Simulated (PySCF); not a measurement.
C2H6OTe.
Structure used (PBE0-D3(BJ)/def2-SVP), in Å, numbered top down from 1:
```xyz
10
C2H6OTe angstrom
C      1.519   -0.158   -0.069
Te    -0.023    1.311    0.271
C     -1.528   -0.229    0.371
O     -0.297    2.005   -1.407
H      1.479   -0.936    0.706
H      1.333   -0.581   -1.066
H      2.495    0.344   -0.053
H     -2.484    0.236    0.647
H     -1.252   -0.998    1.105
H     -1.599   -0.652   -0.641
```

Theory: PySCF 2.14.0, PBE0-D3(BJ)/def2-SVP geometry optimisation, gas phase, def2 core potentials past Kr.

(1) Which atoms are bound to Te2, and at what distances?

(2) List the angles at Te2.

(3) What is the shape at Te2?

(4) What are the other bond lengths?

(5) What are the rotational constants (commonest isotopes, rigid rotor)?

Answers

(1) 3 atoms: O4 1.836 Å, C3 2.156 Å, C1 2.156 Å. The nearest atom not counted as bound is H10, at 2.68 Å (others tie with it).

(2) 
```tsv
angle	degrees	distance of the outer atoms (Å)
C1–Te2–O4	102.7	3.12
C3–Te2–O4	102.0	3.11
C1–Te2–C3	91.1	3.08
```

(3) Pyramidal: angles 102.7°, 102.0° and 91.1°, sum 295.8°, 0.97 Å off the plane of its three neighbours.

(4) C1–H5 and 5 like bonds 1.099 Å.

(5) A = 4478, B = 4229, C = 3112 MHz: an asymmetric top.

Point group: Cs (every atom within 0.08 Å of its image). Charge 0, singlet. No frequency check.
